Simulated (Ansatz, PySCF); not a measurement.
CH5F2NSi, SMILES N[SiH2]C(F)F. Atoms are numbered in the order given.

```xyz
10

N     -1.9582    -0.5815     0.5114
Si    -0.8052     0.6540     0.1545
C      0.9123    -0.1903     0.1623
F      0.8899    -1.2034    -0.7668
F      1.8847     0.6971    -0.2048
H     -2.8467    -0.3562     0.9444
H     -2.0384    -1.3912    -0.0953
H     -0.9185     1.3180    -1.1785
H     -0.8712     1.6818     1.2294
H      1.2107    -0.6392     1.1281
```

Geometry optimised at ωB97X-D3(BJ)/def2-SVP. This is a generated structure with no PubChem entry under its InChIKey; it may be hypothetical. One conformer was computed; it need not be the lowest.

Vertical ionisation energy (IE) and electron affinity (EA) in eV. Rows of orbital energies are one-electron estimates. Where ΔSCF, EOM or ADC give a negative EA the extra electron is unbound and the value depends on the basis.

```json
[
 {"level": "−ε(HOMO), −ε(LUMO), M06-2X/def2-TZVP (PySCF)", "IE": "9.10", "EA": "-0.83"},
 {"level": "−ε(HOMO), −ε(LUMO), PBE/def2-TZVP (PySCF)", "IE": "6.21", "EA": "0.70"},
 {"level": "ΔSCF, PBE0/def2-SVPD (Ansatz), final states of multiplicity 2 and 2", "IE": "9.90", "EA": "-1.36"},
 {"level": "ΔSCF, PBE/def2-SVPD (Ansatz), final states of multiplicity 2 and 2", "IE": "9.46", "EA": "-1.19"}
]
```

Task: What vertical singlet–triplet gap does ΔSCF give with PBE0/def2-SVPD (Ansatz, a first-principles code) and with PBE/def2-SVPD (Ansatz)? (An estimate is asked for; the answer gives what the named calculation found.)

Result: 5.94 and 5.49 eV (triplet above singlet where positive).
